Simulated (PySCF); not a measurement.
C8H8S (charge +1 and doublet state).
Atom-mapped SMILES: `[CH3:1][C+:2]=[C:3][C:4](=[C:5]=[S:6])/[CH:7]=[CH:8]\[CH3:9]` (hydrogens: H10, H11, H12 on C1; H13 on C7; H14 on C8; H15, H16, H17 on C9)

Geometry (GFN2-xTB, Å), atoms numbered from 1 in this order:
```xyz
17
C8H8S angstrom
C      3.901   -0.349   -0.497
C      2.510   -0.257   -0.205
C      1.319   -0.170    0.006
C     -0.064   -0.067    0.248
C     -0.358   -0.418    1.522
S     -0.405   -0.862    2.991
C     -0.930    0.366   -0.804
C     -2.273    0.518   -0.735
C     -3.138    0.277    0.425
H      4.484   -0.329    0.424
H      4.205    0.475   -1.143
H      4.104   -1.286   -1.020
H     -0.419    0.584   -1.731
H     -2.777    0.857   -1.631
H     -3.910   -0.450    0.164
H     -2.586   -0.075    1.293
H     -3.671    1.196    0.680
```

The hyperfine couplings belong to this conformer and change with its torsions.

The calculation used PySCF 2.14.0, UKS B3LYP, pcH-1 on C H S, non-relativistic, mean-field spin-orbit, GIAO. The structure is a single GFN2-xTB conformer in the gas phase; no vibrational or solvent corrections. A GFN2-xTB geometry isn't a minimum of the functional, and hyperfine couplings can be far from their values at a DFT geometry, by a factor of two or more for some ions and for spin on atoms past the first row. The SCF solution wasn't tested for stability.

(1) Predict the first-order ENDOR lines of H10/H11/H12, H15/H16/H17, H14 and H13 under fast tumbling at B = 332.2 mT (X band).

(2) Which pairs are centred on the nuclear Larmor frequency, and which on half the coupling?

(3) At what field would the lower line of H14 fall to zero frequency?

## Answers

(1) For S = 1/2 in fast tumbling each set of equivalent nuclei gives two lines, ν± = |νn ± a/2| to first order, with νn = g_N μN B/h and μN/h = 7.62259 MHz/T.

```csv
nuclei,isotope,g_N,νn (MHz),a_iso (MHz),lower line (MHz),upper line (MHz)
H10/H11/H12,1H,5.5857,14.14,24.03,2.13,26.16
H15/H16/H17,1H,5.5857,14.14,23.19,2.55,25.74
H14,1H,5.5857,14.14,-17.38,5.46,22.83
H13,1H,5.5857,14.14,-0.76,13.76,14.53
```

(2) Centred on νn, since |a| < 2νn: H10/H11/H12, H15/H16/H17, H14 and H13. No pair has |a| > 2νn.

(3) Where νn = |a|/2, that is B = 8.69 MHz/(5.5857 × 7.62259 MHz/T) = 204 mT, as far as first order holds there.

Class means assume fast exchange of nuclei equivalent by connectivity; if that motion is slow, each nucleus keeps its own coupling. The three 1H nuclei of mean +24.0 MHz run from 7.1 to 45.7 MHz in the frozen geometry. The three 1H nuclei of mean +23.2 MHz run from -0.1 to 35.5 MHz in the frozen geometry.

The Mulliken spin populations are largest on S6 (+0.33), C8 (+0.26), C2 (+0.21) and C4 (+0.19). Four atoms exceed +0.15.

The SMILES draws the unpaired electron on C3; the largest computed Mulliken spin population is on S6 (0.33 against -0.05).
